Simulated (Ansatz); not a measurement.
Job for Ansatz (a quantum-chemistry and plane-wave program): R-CCSD(T)/cc-pVDZ on GaH3 (SMILES [GaH3]). The run froze 14 orbitals, filled d shells among them.

Ansatz 0.2 input:
```yaml
crystal:
  periodic: [false, false, false]
  atoms:
    - {symbol: Ga, position_ang: [-0.00000000, -0.00000000, 0.00000000]}
    - {symbol: H, position_ang: [1.58083350, -0.11003899, -0.02069968]}
    - {symbol: H, position_ang: [-0.88577571, -1.31412905, 0.00615079]}
    - {symbol: H, position_ang: [-0.69505779, 1.42416805, 0.01454889]}
basis:
  gaussian:
    orbitals: cc-pVDZ
magnetization: {spin_polarized: false}
correlation: {method: ccsd_t, electrons: outside_noble_gas}
accuracy: high
phonons: {}
scf: {lower_state_search: off}
```

It printed:

```
WARN ansatz: RAYON_NUM_THREADS=2 ignored (pool sized by the plan → 2); use --threads N
Functional definition: HF
these checks for a lower state are left out or cut short: starts, cluster_reference, orbital_swaps, neighbouring_geometries, increment
integrals: 0.02 GiB planned
900 factors; integrals over basis functions are off by at most 2.8e-9 eV
mean field: 0.11 GiB planned
mean field evaluation 1: about -52379.5635 eV, gradient 8.2e0 eV
mean field evaluation 2: about -52379.5930 eV, gradient 8.2e0 eV
mean field evaluation 4: about -52379.9646 eV, gradient 4.4e-1 eV
mean field evaluation 8: about -52379.9650 eV, gradient 4.8e-5 eV
mean field -52379.96501604 eV, -1924.9282099240 hartree, gradient 2.9e-8 eV, S^2 0.000000; 0 other end points of the search recorded, 0 dependent functions left out
14 core orbitals not correlated
reference -52379.96501604 eV, -1924.9282099240 hartree; 3, 3 occupied and 25, 25 virtual orbitals, 900 factors
densities: 0.09 GiB planned
second order -2.06553084 eV of doubles, -0.00000000 eV of singles
coupled cluster: 0.08 GiB planned
cycle   1  -2.52472980 eV  change   -4.6e-1 eV  update   5.0e-2
cycle   2  -2.70275642 eV  change   -1.8e-1 eV  update   1.7e-2
cycle   3  -2.70473299 eV  change   -2.0e-3 eV  update   3.5e-3
cycle   4  -2.70497098 eV  change   -2.4e-4 eV  update   8.4e-4
cycle   5  -2.70485532 eV  change    1.2e-4 eV  update   2.4e-4
cycle   6  -2.70479515 eV  change    6.0e-5 eV  update   5.7e-5
cycle   7  -2.70482229 eV  change   -2.7e-5 eV  update   1.4e-5
cycle   8  -2.70481884 eV  change    3.5e-6 eV  update   3.5e-6
cycle   9  -2.70481750 eV  change    1.3e-6 eV  update   9.9e-7
cycle  10  -2.70481803 eV  change   -5.3e-7 eV  update   1.6e-7
cycle  11  -2.70481808 eV  change   -5.4e-8 eV  update   4.0e-8
cycle  12  -2.70481806 eV  change    2.8e-8 eV  update   1.5e-8
cycle  13  -2.70481795 eV  change    1.1e-7 eV  update   5.7e-8
cycle  14  -2.70481791 eV  change    3.9e-8 eV  update   1.8e-8
cycle  15  -2.70481790 eV  change    6.7e-9 eV  update   3.7e-9
cycle  16  -2.70481790 eV  change  -4.8e-11 eV  update  9.3e-10
cycle  17  -2.70481790 eV  change  -2.6e-10 eV  update  2.8e-10
perturbative correction -0.03254650 eV, -0.0011960617 hartree
the calculation of the forces begins
these checks for a lower state are left out or cut short: starts, cluster_reference, orbital_swaps, neighbouring_geometries, increment
integrals: 0.02 GiB planned
900 factors; integrals over basis functions are off by at most 2.8e-9 eV
mean field: 0.11 GiB planned
mean field evaluation 16: about -52379.9294 eV, gradient 1.3e-1 eV
mean field -52379.96496249 eV, -1924.9282079561 hartree, gradient 1.0e-8 eV, S^2 0.000000; 0 other end points of the search recorded, 0 dependent functions left out
14 core orbitals not correlated
reference -52379.96496249 eV, -1924.9282079561 hartree; 3, 3 occupied and 25, 25 virtual orbitals, 900 factors
densities: 0.09 GiB planned
second order -2.06553162 eV of doubles, -0.00000000 eV of singles
coupled cluster: 0.08 GiB planned
cycle   1  -2.52473086 eV  change   -4.6e-1 eV  update   5.0e-2
cycle   2  -2.70275807 eV  change   -1.8e-1 eV  update   1.7e-2
cycle   3  -2.70473529 eV  change   -2.0e-3 eV  update   3.5e-3
cycle   4  -2.70497297 eV  change   -2.4e-4 eV  update   8.4e-4
cycle   5  -2.70485704 eV  change    1.2e-4 eV  update   2.4e-4
cycle   6  -2.70479730 eV  change    6.0e-5 eV  update   5.7e-5
cycle   7  -2.70482417 eV  change   -2.7e-5 eV  update   1.4e-5
cycle   8  -2.70482080 eV  change    3.4e-6 eV  update   3.5e-6
cycle   9  -2.70481942 eV  change    1.4e-6 eV  update   9.9e-7
cycle  10  -2.70481995 eV  change   -5.3e-7 eV  update   1.6e-7
cycle  11  -2.70482003 eV  change   -7.6e-8 eV  update   4.0e-8
cycle  12  -2.70482002 eV  change    7.8e-9 eV  update   1.4e-8
cycle  13  -2.70481983 eV  change    1.9e-7 eV  update   5.9e-8
cycle  14  -2.70481978 eV  change    5.7e-8 eV  update   1.7e-8
cycle  15  -2.70481977 eV  change    7.1e-9 eV  update   3.1e-9
cycle  16  -2.70481977 eV  change  -6.6e-11 eV  update  7.5e-10
perturbative correction -0.03254665 eV, -0.0011960673 hartree
the calculation of the forces begins
these checks for a lower state are left out or cut short: starts, cluster_reference, orbital_swaps, neighbouring_geometries, increment
integrals: 0.02 GiB planned
900 factors; integrals over basis functions are off by at most 2.8e-9 eV
mean field: 0.11 GiB planned
mean field evaluation 32: about -52379.9650 eV, gradient 1.1e-8 eV
mean field -52379.96496237 eV, -1924.9282079516 hartree, gradient 1.0e-8 eV, S^2 0.000000;
[...]
nge   -4.6e-1 eV  update   5.0e-2
cycle   2  -2.70255866 eV  change   -1.8e-1 eV  update   1.7e-2
cycle   3  -2.70453059 eV  change   -2.0e-3 eV  update   3.5e-3
cycle   4  -2.70476775 eV  change   -2.4e-4 eV  update   8.3e-4
cycle   5  -2.70465173 eV  change    1.2e-4 eV  update   2.4e-4
cycle   6  -2.70459213 eV  change    6.0e-5 eV  update   5.6e-5
cycle   7  -2.70461914 eV  change   -2.7e-5 eV  update   1.4e-5
cycle   8  -2.70461564 eV  change    3.5e-6 eV  update   3.5e-6
cycle   9  -2.70461426 eV  change    1.4e-6 eV  update   9.9e-7
cycle  10  -2.70461484 eV  change   -5.8e-7 eV  update   1.6e-7
cycle  11  -2.70461488 eV  change   -3.2e-8 eV  update   3.8e-8
cycle  12  -2.70461490 eV  change   -2.1e-8 eV  update   1.4e-8
cycle  13  -2.70461467 eV  change    2.2e-7 eV  update   5.3e-8
cycle  14  -2.70461460 eV  change    7.4e-8 eV  update   1.6e-8
cycle  15  -2.70461459 eV  change    7.5e-9 eV  update   3.0e-9
cycle  16  -2.70461459 eV  change   1.9e-10 eV  update  7.2e-10
perturbative correction -0.03252677 eV, -0.0011953368 hartree
the calculation of the forces begins
these checks for a lower state are left out or cut short: starts, cluster_reference, orbital_swaps, neighbouring_geometries, increment
integrals: 0.02 GiB planned
900 factors; integrals over basis functions are off by at most 2.8e-9 eV
mean field: 0.11 GiB planned
mean field -52379.96477447 eV, -1924.9282010465 hartree, gradient 5.1e-9 eV, S^2 0.000000; 0 other end points of the search recorded, 0 dependent functions left out
14 core orbitals not correlated
reference -52379.96477447 eV, -1924.9282010465 hartree; 3, 3 occupied and 25, 25 virtual orbitals, 900 factors
densities: 0.09 GiB planned
second order -2.06561683 eV of doubles, -0.00000000 eV of singles
coupled cluster: 0.08 GiB planned
cycle   1  -2.52485678 eV  change   -4.6e-1 eV  update   5.0e-2
cycle   2  -2.70295575 eV  change   -1.8e-1 eV  update   1.7e-2
cycle   3  -2.70493788 eV  change   -2.0e-3 eV  update   3.5e-3
cycle   4  -2.70517616 eV  change   -2.4e-4 eV  update   8.4e-4
cycle   5  -2.70506008 eV  change    1.2e-4 eV  update   2.4e-4
cycle   6  -2.70500048 eV  change    6.0e-5 eV  update   5.7e-5
cycle   7  -2.70502731 eV  change   -2.7e-5 eV  update   1.4e-5
cycle   8  -2.70502397 eV  change    3.3e-6 eV  update   3.5e-6
cycle   9  -2.70502274 eV  change    1.2e-6 eV  update   9.9e-7
cycle  10  -2.70502323 eV  change   -4.9e-7 eV  update   1.6e-7
cycle  11  -2.70502327 eV  change   -3.4e-8 eV  update   4.1e-8
cycle  12  -2.70502325 eV  change    2.3e-8 eV  update   1.6e-8
cycle  13  -2.70502314 eV  change    1.1e-7 eV  update   5.7e-8
cycle  14  -2.70502310 eV  change    4.0e-8 eV  update   1.8e-8
cycle  15  -2.70502309 eV  change    5.7e-9 eV  update   5.0e-9
cycle  16  -2.70502310 eV  change  -4.0e-10 eV  update   1.8e-9
cycle  17  -2.70502310 eV  change  -4.1e-11 eV  update  4.3e-10
perturbative correction -0.03256635 eV, -0.0011967912 hartree
the calculation of the forces begins
these checks for a lower state are left out or cut short: starts, cluster_reference, orbital_swaps, neighbouring_geometries, increment
integrals: 0.02 GiB planned
900 factors; integrals over basis functions are off by at most 2.8e-9 eV
mean field: 0.11 GiB planned
mean field -52379.96523359 eV, -1924.9282179189 hartree, gradient 1.4e-8 eV, S^2 0.000000; 0 other end points of the search recorded, 0 dependent functions left out
14 core orbitals not correlated
reference -52379.96523359 eV, -1924.9282179189 hartree; 3, 3 occupied and 25, 25 virtual orbitals, 900 factors
densities: 0.09 GiB planned
second order -2.06544148 eV of doubles, -0.00000000 eV of singles
coupled cluster: 0.08 GiB planned
cycle   1  -2.52459766 eV  change   -4.6e-1 eV  update   5.0e-2
cycle   2  -2.70254886 eV  change   -1.8e-1 eV  update   1.7e-2
cycle   3  -2.70452018 eV  change   -2.0e-3 eV  update   3.5e-3
cycle   4  -2.70475738 eV  change   -2.4e-4 eV  update   8.3e-4
cycle   5  -2.70464160 eV  change    1.2e-4 eV  update   2.4e-4
cycle   6  -2.70458183 eV  change    6.0e-5 eV  update   5.6e-5
cycle   7  -2.70460869 eV  change   -2.7e-5 eV  update   1.4e-5
cycle   8  -2.70460522 eV  change    3.5e-6 eV  update   3.5e-6
cycle   9  -2.70460389 eV  change    1.3e-6 eV  update   9.8e-7
cycle  10  -2.70460449 eV  change   -6.0e-7 eV  update   1.6e-7
cycle  11  -2.70460453 eV  change   -4.1e-8 eV  update   4.0e-8
cycle  12  -2.70460451 eV  change    1.4e-8 eV  update   1.4e-8
cycle  13  -2.70460441 eV  change    1.0e-7 eV  update   6.5e-8
cycle  14  -2.70460437 eV  change    4.4e-8 eV  update   2.1e-8
cycle  15  -2.70460436 eV  change    7.2e-9 eV  update   4.0e-9
cycle  16  -2.70460436 eV  change  -1.4e-10 eV  update   1.3e-9
cycle  17  -2.70460436 eV  change  -4.6e-10 eV  update  4.4e-10
perturbative correction -0.03252579 eV, -0.0011953008 hartree
the calculation of the forces begins
these checks for a lower state are left out or cut short: starts, cluster_reference, orbital_swaps, neighbouring_geometries, increment
integrals: 0.02 GiB planned
900 factors; integrals over basis functions are off by at most 2.8e-9 eV
mean field: 0.11 GiB planned
mean field -52379.96476374 eV, -1924.9282006523 hartree, gradient 1.4e-8 eV, S^2 0.000000; 0 other end points of the search recorded, 0 dependent functions left out
14 core orbitals not correlated
reference -52379.96476374 eV, -1924.9282006523 hartree; 3, 3 occupied and 25, 25 virtual orbitals, 900 factors
densities: 0.09 GiB planned
second order -2.06562086 eV of doubles, -0.00000000 eV of singles
coupled cluster: 0.08 GiB planned
cycle   1  -2.52486269 eV  change   -4.6e-1 eV  update   5.0e-2
cycle   2  -2.70296523 eV  change   -1.8e-1 eV  update   1.7e-2
cycle   3  -2.70494777 eV  change   -2.0e-3 eV  update   3.5e-3
cycle   4  -2.70518613 eV  change   -2.4e-4 eV  update   8.4e-4
cycle   5  -2.70507014 eV  change    1.2e-4 eV  update   2.4e-4
cycle   6  -2.70501044 eV  change    6.0e-5 eV  update   5.7e-5
cycle   7  -2.70503727 eV  change   -2.7e-5 eV  update   1.4e-5
cycle   8  -2.70503380 eV  change    3.5e-6 eV  update   3.5e-6
cycle   9  -2.70503240 eV  change    1.4e-6 eV  update   9.9e-7
cycle  10  -2.70503301 eV  change   -6.1e-7 eV  update   1.6e-7
cycle  11  -2.70503313 eV  change   -1.2e-7 eV  update   4.2e-8
cycle  12  -2.70503310 eV  change    2.8e-8 eV  update   1.5e-8
cycle  13  -2.70503297 eV  change    1.4e-7 eV  update   5.5e-8
cycle  14  -2.70503292 eV  change    5.2e-8 eV  update   1.8e-8
cycle  15  -2.70503291 eV  change    8.4e-9 eV  update   3.6e-9
cycle  16  -2.70503291 eV  change   3.5e-11 eV  update  9.4e-10
cycle  17  -2.70503291 eV  change  -2.1e-10 eV  update  3.0e-10
perturbative correction -0.03256731 eV, -0.0011968266 hartree
the calculation of the forces begins
mean field evaluation 96: about -52379.9293 eV, gradient 1.2e-1 eV
Total energy: -52382.70238044 eV, -1925.0288062101 hartree
Atom 0 at     0.000000     0.000000     0.000000 Å, force    -0.000000     0.000000     0.000000 eV/Å
Atom 1 at     1.580834    -0.110039    -0.020700 Å, force     0.000068    -0.000005    -0.000001 eV/Å
Atom 2 at    -0.885776    -1.314129     0.006151 Å, force    -0.000038    -0.000057     0.000000 eV/Å
Atom 3 at    -0.695058     1.424168     0.014549 Å, force    -0.000030     0.000061     0.000001 eV/Å
Dipole moment:     0.000000    -0.000000    -0.000000 e Å
Vibrations: 713.84 760.06 760.06 1948.82 1948.82 1955.98 cm⁻¹, zero-point energy 0.501366 eV
Checks for a lower state left out: starts, cluster_reference, orbital_swaps, neighbouring_geometries, increment
```

Self-consistency was reached.

Cost: about 16 core-seconds (a rough figure).
